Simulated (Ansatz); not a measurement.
Reactions of C7H7F, SMILES `Cc1ccc(F)cc1`.

Computed with Ansatz on PBE0-D4/def2-TZVP structures; ΔE is electronic, products minus reactants. CCSD(T)/CBS adds triple-zeta CCSD(T) − MP2 to the extrapolated MP2 energy (def2 sets, frozen cores). This one scheme is used for every species, atoms too. No spin–orbit coupling; open shells (•) take unrestricted orbitals. Spin–orbit coupling would lower the free atoms: a little for C, F. Bonds to Ge are less sure, by a few kJ/mol each and by 10 to 20 or more in all where they break to atoms, as the def2 sets lack core-valence functions. Scalar relativity is left out up to krypton. One conformer a species, not always the lowest.

Q: Order these by ΔE at CCSD(T)/CBS, lowest first. (An estimate is asked.)
A. `Cc1ccc(F)cc1` + `O[SiH](F)[O][GeH3]` → `CO[SiH](F)[O][GeH3]` + `Fc1ccccc1`
B. `Cc1ccc(F)cc1` + H₂ → toluene + H–F
C. `Cc1ccc(F)cc1` → 7 C• + F• + 7 H•
D. `Cc1ccc(F)cc1` → `[CH2]` (triplet) + `Fc1ccccc1`
E. `Cc1ccc(F)cc1` + H₂ → `Fc1ccccc1` + CH₄
F. `Cc1ccc(F)cc1` + dimethylamine → `Cc1ccc(N(C)C)cc1` + H–F
G. `Cc1ccc(F)cc1` + H–F → `Fc1ccc(F)cc1` + CH₄
H. `Cc1ccc(F)cc1` + `C[O][Ge][SH]` → `C[O][Ge][S]C` + `Fc1ccccc1`

A: B (-97.9 kJ/mol), E (-59.9 kJ/mol), F (-40.8 kJ/mol), H (+17.4 kJ/mol), G (+42.7 kJ/mol), A (+64.7 kJ/mol), D (+443.2 kJ/mol), C (+6984.2 kJ/mol).

Largest T1 diagnostic: 0.015, for `C[O][Ge][SH]`.
